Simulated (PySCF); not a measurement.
SMILES C(C)(O)[CH]C(C)C (C6H13O), doublet at its GFN2-xTB optimised geometry (Å):

```
20

C      1.8002     1.5659     3.1479
C      0.8576     0.5811     2.4560
C     -0.4941     0.5346     3.2029
C      0.6456     0.9535     1.0380
C      0.1164     0.0281     0.0000
C      0.5459    -1.4255     0.1673
O     -1.3228     0.0281     0.0000
H      1.3825     2.5703     3.1302
H      2.7646     1.5855     2.6459
H      1.9557     1.2768     4.1847
H      1.2935    -0.4222     2.5107
H     -0.9420     1.5257     3.2265
H     -1.1784    -0.1438     2.7006
H     -0.3439     0.1948     4.2251
H      0.6404     2.0063     0.7965
H      0.4505     0.3871    -0.9906
H      0.1258    -1.8362     1.0803
H      1.6297    -1.4953     0.1961
H      0.1707    -2.0063    -0.6706
H     -1.6297     0.9411     0.0000
```

Computed with PySCF with unrestricted PBE0/def2-SVP. Cells within 0.4 Å of a nucleus heavier than hydrogen are left out (blank, or x).

Map of the deformation density (molecule minus spherical neutral atoms) (e/bohr³) on the plane z = 0.0 Å:

```
|2222222222222222222222222222222|
|2222222222222222222222222222222|
|2222222222222222222222222222222|
|2222222222222222222222222222222|
|2222222222222222222222222222222|
|2222222222222222111222222222222|
|2222222222222211111112222222222|
|2222222221122111111112222222222|
|2222222111111111111111222222222|
|2222221111111111111111222222222|
|2222221110011111111111222222222|
|2222211100011111111111222222222|
|2222211113731001111111222222222|
|2222211115941101321111122222222|
|2222211111xx142xx20111122222222|
|2222221111xx153xx00011122222222|
|2222222224xx021xx20011112222222|
|2222222223310015852111111222222|
|2222222222210014752221111222222|
|2222222222111002xx4652111222222|
|2222222222111112xxx883111222222|
|2222222222111113643542111222222|
|2222222222211113321221111222222|
|2222222222211112211111112222222|
|2222222222221111111111122222222|
|2222222222222111111111222222222|
|2222222222222211111122222222222|
|2222222222222222222222222222222|
|2222222222222222222222222222222|
|2222222222222222222222222222222|
|2222222222222222222222222222222|
```
Scale: ten equal steps from -0.024 (start of '0') to 0.089 (end of '9'), in the order '0123456789'; x runs from -4.50 to 4.50, y from -4.50 (bottom) to 4.50 (top).
